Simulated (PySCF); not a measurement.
CHNO, SMILES C(=N)=O.

The structure is a stationary point at ωB97X-D3(BJ)/def2-TZVP.

Level of theory: PBE/def2-TZVPD run with PySCF.

Symmetry labels are those of the subgroup Cs that the program uses (full group Cs).

Task: List the valence orbital energies around the gap with their symmetry. (An estimate is asked for; the answer gives what the named calculation found.)

Result: 
```tsv
orbital	symmetry	energy (eV)
HOMO−7	A'	-28.07
HOMO−6	A'	-23.70
HOMO−5	A'	-15.12
HOMO−4	A'	-12.49
HOMO−3	A"	-11.50
HOMO−2	A'	-11.41
HOMO−1	A'	-8.09
HOMO	A"	-7.43
LUMO	A'	-1.01
LUMO+1	A'	-0.67
LUMO+2	A"	0.38
LUMO+3	A'	1.00
```
